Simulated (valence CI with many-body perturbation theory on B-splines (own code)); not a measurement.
Level structure of Lu³¹⁺

Method: configuration interaction combined with many-body perturbation theory (CI+MBPT): four valence electrons over a frozen Dirac-Fock core [Kr], radial functions for each j: 9 s, 9 p, 10 d, 8 f, 5 g, 3 h, 1 i, with the one-electron correlation potential Σ1, the two-electron term Σ2, the three-electron term Σ3, Breit, model QED; selected CI, second order for the rest (own B-spline code, finite nucleus).

The last digits are not significant, and no measured levels were compared; by estimate large intervals hold to a few tenths of a per cent, small ones and those within an open d or f shell to about a per cent. Only levels of the ground parity were solved; by the run's estimate the other parity begins above the list, which can be wrong where configurations are misplaced.

Levels 1 to 34 of 34, with energies above the lowest level, (4d3/2^4) J=0. "Leading %" is the weight of the configuration and term that name the level; weights of strongly mixed levels are sums over their largest components and can fall short. In the jj column 3d3/2^4 stands for four electrons in 3d with j = 3/2. Lifetimes count E1, E2, E3, M1 and M2 decay at the calculated energies, and are blank where another channel may lead or the interval is too uncertain; long ones can be off by a factor of two.

```tsv
No.	Configuration	Term	J	E (cm⁻¹)	Leading %	Lifetime	Leading jj	g
1	4d⁴	³P	0	0	57		4d3/2^4 (96 %)	
2	4d⁴	⁵D	1	88231	64	53.1 μs	4d3/2^3 4d5/2 (97 %)	1.497
3	4d⁴	⁵D	2	124240	52	883 μs	4d3/2^3 4d5/2 (82 %)	1.287
4	4d⁴	³F	4	125250	30		4d3/2^3 4d5/2 (96 %)	1.092
5	4d⁴	⁵D	3	135770	30	24.8 ms	4d3/2^3 4d5/2 (86 %)	1.186
6	4d⁴	⁵D	0	203860	63	16.0 μs	4d3/2^2 4d5/2^2 (95 %)	
7	4d⁴	⁵D	2	210980	37	26.0 μs	4d3/2^2 4d5/2^2 (85 %)	1.166
8	4d⁴	⁵D	4	212370	40	50.8 μs	4d3/2^2 4d5/2^2 (95 %)	1.158
9	4d⁴	⁵D	3	216930	45	48.4 μs	4d3/2^2 4d5/2^2 (85 %)	1.128
10	4d⁴	³H	5	231000	68	90.4 μs	4d3/2^2 4d5/2^2 (100 %)	1.083
11	4d⁴	³P	1	239280	47	37.6 μs	4d3/2^2 4d5/2^2 (92 %)	1.143
12	4d⁴	³H	6	241160	51	103 ms	4d3/2^2 4d5/2^2 (98 %)	1.082
13	4d⁴	³F	3	253370	44	60.6 μs	4d3/2^2 4d5/2^2 (94 %)	1.105
14	4d⁴	³G	4	253450	58	203 μs	4d3/2^2 4d5/2^2 (97 %)	1.032
15	4d⁴	³D	2	256720	35	147 μs	4d3/2^2 4d5/2^2 (95 %)	1.099
16	4d⁴	³F	2	291950	45	25.3 μs	4d3/2^2 4d5/2^2 (91 %)	1.005
17	4d⁴	³F	4	300530	61	61.8 μs	4d3/2^2 4d5/2^2 (78 %)	1.222
18	4d⁴	³P	2	333650	43	237 μs	4d3/2^2 4d5/2^2 (85 %)	1.202
19	4d⁴	³F	3	334040	46	16.6 μs	4d3/2 4d5/2^3 (94 %)	1.161
20	4d⁴	¹G	4	334720	30	20.7 μs	4d3/2 4d5/2^3 (77 %)	1.121
21	4d⁴	³D	1	348020	58	12.6 μs	4d3/2 4d5/2^3 (94 %)	0.912
22	4d⁴	³G	5	350350	68	34.9 μs	4d3/2 4d5/2^3 (100 %)	1.144
23	4d⁴	¹I	6	354490	51	39.2 μs	4d3/2 4d5/2^3 (98 %)	1.078
24	4d⁴	³P	0	361240	61		4d3/2 4d5/2^3 (54 %)	
25	4d⁴	³F	2	373990	51	18.7 μs	4d3/2 4d5/2^3 (87 %)	1.047
26	4d⁴	¹F	3	379370	37	26.1 μs	4d3/2 4d5/2^3 (96 %)	1.090
27	4d⁴	¹S	0	410750	72		4d3/2^2 4d5/2^2 (46 %)	
28	4d⁴	³F	3	417990	66		4d3/2 4d5/2^3 (99 %)	1.061
29	4d⁴	³P	1	418160	92	20.5 μs	4d3/2 4d5/2^3 (97 %)	1.437
30	4d⁴	¹G	4	423780	72	22.3 μs	4d3/2 4d5/2^3 (93 %)	1.042
31	4d⁴	¹D	2	432420	65	26.9 μs	4d3/2 4d5/2^3 (74 %)	1.115
32	4d⁴	³F	4	473200	49	11.6 μs	4d5/2^4 (94 %)	1.160
33	4d⁴	¹D	2	506000	44	11.3 μs	4d5/2^4 (81 %)	1.053
34	4d⁴	¹S	0	579990	57	7.90 μs	4d5/2^4 (82 %)
```

The ionisation energy to 4d³ ⁴F3/2 of the next ion comes out as 1244 eV (NIST: 1242 ± 4 eV (theoretical)). All 34 levels together are meant to be complete up to 603200 cm⁻¹.
